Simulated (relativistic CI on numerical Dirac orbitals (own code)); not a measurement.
# Nb3+: M2,3 absorption edge

Computed with this model: Dirac-Coulomb-Breit CI, separate exchange-only KLI orbitals for each configuration, a model potential for QED, valence Slater integrals scaled by 0.8, multiplet model of core-to-valence dipole absorption; configurations [Kr] 4d2 → [Ne] 3s2 3p5 3d10 4s2 4p6 4d3; 80 K; Lorentzian 2 eV and Gaussian 0.4 eV FWHM. Energies are those of the free ion, without screening or charge transfer. The branching ratio is the share of the lower-energy edge in the whole absorption, uncertain by about 0.02 where the edges overlap. S is read from ⟨S²⟩ = S(S + 1).

Field parameters in Wybourne normalisation: Oh B⁴₀ = 21Dq, B⁴₄ = √(5/14) B⁴₀; Td as Oh with Dq negative (B⁴₀ = 21Dq, B⁴₄ = √(5/14) B⁴₀). The field is a parameter set, without covalency.

Peaks in eV (height, largest 100): 368.2 (100), 384.0 (36).

(1) Which surroundings give this spectrum?
A. Td, 10Dq = -12050 cm⁻¹
B. free ion
C. Td, 10Dq = -16750 cm⁻¹
D. Oh, 10Dq = 16550 cm⁻¹

## Answers

(1) D. Oh, 10Dq = 16550 cm⁻¹, where the ground state has S = 1.00.
